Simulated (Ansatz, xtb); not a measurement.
# Relaxing a trial structure of GaO2P

The starting geometry of this gas-phase triplet was built from a drawn formula by distance geometry and a force field; its bonds are those of `O=[P](=O)[Ga]`.

```tsv
atom	x (Å)	y (Å)	z (Å)
Ga	-2.2102	-1.2213	1.2627
O	-3.8409	-0.1235	-0.7255
O	-3.9294	1.1343	1.5194
P	-4.2894	-0.0605	0.7244
```

Predict what it relaxes into with r2SCAN-D4/def2-SVP.

A new bond forms, giving a structure given below by its coordinates. Contacts that close: Ga1–O2 (2.80 → 1.99 Å).

The energy falls by 0.82 eV over 12 steps:

```tsv
step	E − E(last) (eV)
1	0.815
2	0.440
3	0.269
5	0.167
6	0.116
7	0.080
8	0.041
10	0.002
11	0.002
12	0.000
```

Final geometry (Å):

```yaml
atoms:
  - { symbol: Ga, position_ang: [-2.2390, -1.4276, 0.7416] }
  - { symbol: O, position_ang: [-3.4483, -0.3453, -0.4091] }
  - { symbol: O, position_ang: [-4.2195, 1.4033, 1.6107] }
  - { symbol: P, position_ang: [-4.3631, 0.0987, 0.8378] }
```

From the same start GFN2-xTB ends elsewhere, differing in Ga1–O3 (1.93 against 3.56 Å here).

No frequencies were run, so the end isn't proven a minimum. Open shells are spin-unrestricted. The triplet needn't be the ground state. Run with Ansatz 0.2.0, 80 s on 1 thread of Intel(R) Xeon(R) Platinum 8375C CPU @ 2.90GHz (Ice Lake), with other jobs on the host.
